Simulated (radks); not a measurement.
Results of a calculation; reference values are marked as such.
Task: Species: Ag+. Configuration: [Ar] 3d10 4s2 4p5.75 4d10 5d0.25 (fractional occupations, a model configuration). Level of theory: Dirac Kohn-Sham, PBE, spin-unpolarised, spherical densities, point nucleus; open shells are shared between the two j in proportion to 2j + 1 (a radial shooting solver on a logarithmic mesh with Libxc functionals). Some entries of the table are withheld. Estimate them.

orbital     occ.  eigenvalue (hartree)  <1/r> (bohr^-1)  <r> (bohr)
1s1/2          2             -930.7539            49.44     0.03111
2s1/2          2             -137.3501            11.39         (1)
2p1/2          2             -127.6647            11.37      0.1141
2p3/2          4             -121.2211            10.68      0.1192
3s1/2          2             -25.51462            3.984      0.3683
3p1/2          2             -21.66211            3.889      0.3600
3p3/2          4             -20.52494            3.722      0.3709
3d3/2          4             -13.70625            3.557      0.3437
3d5/2          6             -13.47727            3.514      0.3472
4s1/2          2              -3.89146              (2)      0.9114
4p1/2    1.91667                   (3)            1.398      0.9780
4p3/2    3.83333                   (4)            1.345       1.009
4d3/2          4                   (5)            1.004         (6)
4d5/2          6                   (7)           0.9886         (8)
5s1/2          0              -0.46229           0.4627       2.765
5p1/2          0              -0.27713           0.3552       3.562
5p3/2          0              -0.26670           0.3425       3.683
5d3/2        0.1              -0.10883           0.1728       7.076
5d5/2       0.15              -0.10836           0.1720       7.115

Result: 
(1) 2s1/2 <r> (bohr): 0.1345
(2) 4s1/2 <1/r> (bohr^-1): 1.521
(3) 4p1/2 eigenvalue (hartree): -2.67940
(4) 4p3/2 eigenvalue (hartree): -2.49200
(5) 4d3/2 eigenvalue (hartree): -0.67160
(6) 4d3/2 <r> (bohr): 1.349
(7) 4d5/2 eigenvalue (hartree): -0.65015
(8) 4d5/2 <r> (bohr): 1.369
